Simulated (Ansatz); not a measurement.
Start from `FBF` and change one atom or group to get `FBBr`.

Ansatz, PBE0-D4/def2-TZVP geometries, multiplicity 1. 

Scalar relativity is left out up to krypton. Spin–orbit coupling is left out; it splits and shifts lone-pair levels of the heavy atoms by tenths of an eV.

| property | `FBF` |
| --- | --- |
| size of the dipole moment (ωB97M-V/def2-TZVPP) / D | 0.87 |
| LUMO energy (PBE/def2-TZVPP) / eV | -1.37 |
| HOMO energy (ωB97M-V/def2-TZVPP) / eV | -13.27 |
| LUMO energy (B3LYP/def2-TZVPP) / eV | -0.63 |
| HOMO–LUMO gap (ωB97M-V/def2-TZVPP) / eV | 14.88 |
| size of the dipole moment (PBE/def2-TZVPP) / D | 0.76 |

**Question.** What does the change do to each property? (Best estimate.)

**Answer.** Ansatz gave: 
```tsv
property	`FBBr`	shift
size of the dipole moment (ωB97M-V/def2-TZVPP) / D	0.71	-0.16
LUMO energy (PBE/def2-TZVPP) / eV	-2.26	-0.89
HOMO energy (ωB97M-V/def2-TZVPP) / eV	-11.02	2.25
LUMO energy (B3LYP/def2-TZVPP) / eV	-1.50	-0.87
HOMO–LUMO gap (ωB97M-V/def2-TZVPP) / eV	11.79	-3.09
size of the dipole moment (PBE/def2-TZVPP) / D	0.57	-0.19
```

With PBE0 the HOMO rises by 2.08 eV and the LUMO falls by 0.95 eV, so the gap narrows by about 3.03 eV. PBE moves the HOMO by 1.64 eV and ωB97M-V by 2.25 eV. Dipoles are sizes alone; their direction can turn.

B3LYP here is the variant with VWN-RPA as its local correlation; programs differ in this.
